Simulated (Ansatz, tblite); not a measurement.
Cost and result up the ladder for (HBe-mu-OH)2 (Be₂O₂H₄) (8 atoms). Total charge 0; singlet. Geometry: r2SCAN-D4/def2-TZVP.

```csv
atom,x (Å),y (Å),z (Å)
Be1,0.301,0.276,-1.045
H2,0.665,0.597,-2.303
O3,1.028,0.231,0.357
Be4,-0.301,-0.274,1.045
H5,-0.660,-0.614,2.300
O6,-1.033,-0.215,-0.354
H7,1.914,0.411,0.660
H8,-1.913,-0.413,-0.660
```

Ansatz on 4 threads of Arm Neoverse V2 on a shared host; xTB runs through tblite on one thread. Times are rough, summed over both states, and most runs start from the orbitals of an earlier one. PBE0-D4/def2-TZVP serves as the yardstick here, not as an exact answer. The other state is a doublet.

The xTB rows come from tblite. Correlated methods freeze 2 core orbitals.

Raw xTB energies of ions are shifted by several eV.

```csv
level,functions,wall time
GFN2-xTB,20,0.004 s
GFN1-xTB,24,0.006 s
PBE-D4/def2-TZVP (with forces),124,1.7 s
PBE0-D4/def2-TZVP,124,2.1 s
r2SCAN-D4/def2-TZVP,124,3.3 s
CCSD(T)/def2-TZVPP,156,79 s
```

(1) Estimate what each level gives for the vertical IE (eV).

## Answers

(1) 
| level | vertical IE (eV) | difference from PBE0-D4/def2-TZVP (eV) | remarks |
| --- | --- | --- | --- |
| GFN2-xTB | 14.15 | 3.95 | – |
| GFN1-xTB | 14.38 | 4.18 | – |
| PBE-D4/def2-TZVP (with forces) | 9.75 | -0.45 | – |
| PBE0-D4/def2-TZVP | 10.20 | 0.00 | – |
| r2SCAN-D4/def2-TZVP | 9.90 | -0.30 | – |
| CCSD(T)/def2-TZVPP | 10.89 | 0.69 | large T1 (+1 doublet) |
